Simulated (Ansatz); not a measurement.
`[CH3][Al-]([CH3])([OH])[NH2+][SiH3]`, relaxed with RKS PBE0-D4/def2-TZVP in the Gaussian-basis code of Ansatz from a GFN2-xTB geometry. The force threshold is 0.005 eV/Å; the program also tests the step.

The species carries charge 0 and has multiplicity 1.

Start:

```xyz
18

C     1.650    0.705   -1.190
Al    0.427    0.933    0.385
C    -1.421    1.670    0.107
O     1.130    1.166    1.872
N    -0.104   -1.142    0.710
Si   -0.791   -2.257   -0.473
H     2.434   -0.045   -1.043
H     2.174    1.637   -1.420
H     1.122    0.427   -2.105
H    -2.137    1.417    0.897
H    -1.872    1.348   -0.835
H    -1.403    2.763    0.067
H     1.571    1.434    2.665
H    -0.705   -0.987    1.512
H     0.791   -1.448    1.075
H    -2.041   -1.663   -0.927
H    -1.042   -3.533    0.213
H     0.218   -2.425   -1.511
```

```tsv
step	energy (eV)	largest force (eV/Å)	largest move (Å)
1	-20274.2583	1.367	0.000
2	-20274.3469	0.695	0.084
3	-20274.3734	0.244	0.076
4	-20274.3817	0.284	0.047
5	-20274.3940	0.313	0.067
6	-20274.4026	1.292	0.144
7	-20274.5009	0.388	0.198
8	-20274.5155	0.756	0.193
9	-20274.5360	0.349	0.067
10	-20274.5485	0.097	0.171
11	-20274.5524	0.064	0.075
13	-20274.5562	0.079	0.035
15	-20274.5603	0.103	0.101
17	-20274.5622	0.073	0.075
19	-20274.5641	0.130	0.011
21	-20274.5661	0.019	0.061
23 (rejected)	-20274.5123	1.152	0.054
25	-20274.5672	0.043	0.099
27	-20274.5678	0.043	0.022
29	-20274.5684	0.036	0.078
31	-20274.5686	0.017	0.031
33	-20274.5687	0.005	0.021
```

End:

```xyz
18

C     1.203    0.659   -1.388
Al    0.264    0.782    0.344
C    -1.313    1.960    0.440
O     1.227    0.602    1.788
N    -0.549   -1.082    0.722
Si   -0.174   -2.390   -0.423
H     1.998   -0.093   -1.413
H     1.682    1.620   -1.609
H     0.529    0.459   -2.228
H    -1.851    1.872    1.391
H    -2.031    1.766   -0.365
H    -1.027    3.014    0.344
H     1.933    1.189    2.044
H    -1.545   -0.962    0.880
H    -0.105   -1.208    1.632
H    -0.761   -2.011   -1.726
H    -0.778   -3.663    0.047
H     1.296   -2.514   -0.479
```

Hardware: 4 threads of an Intel Xeon Platinum 8375C on a shared host. Wall time 2.8 min, peak host memory 1.1 GiB.
